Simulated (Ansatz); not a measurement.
A structure relaxed at PBE-D4/def2-SVP in Ansatz, charge 1, doublet:

```tsv
atom	x (Å)	y (Å)	z (Å)
Ni1	-1.5708	2.8110	-0.0914
Si2	1.3385	-2.3876	0.0843
Si3	1.3741	-0.1567	-0.6139
Si4	-0.6057	-1.2217	0.6558
Si5	-0.5361	0.9550	-0.0348
```

(1) Give its formula and point group.

(2) Summarise the bond lengths by kind (pairs closer than 1.2 times the sum of covalent radii, bridged metal pairs left out).

Answers

(1) the cluster Si₄Ni⁺. Point group C2v (tolerance 0.1 Å).

(2) 5 × Si–Si 2.28 to 2.58 Å; 1 × Ni–Si 2.13 Å. The metal has 1 neighbour: Si 2.13 Å.

Another isomer (doublet) lies 0.82 eV lower at PBE-D4/def2-SVP; other spin states weren't run for this one.
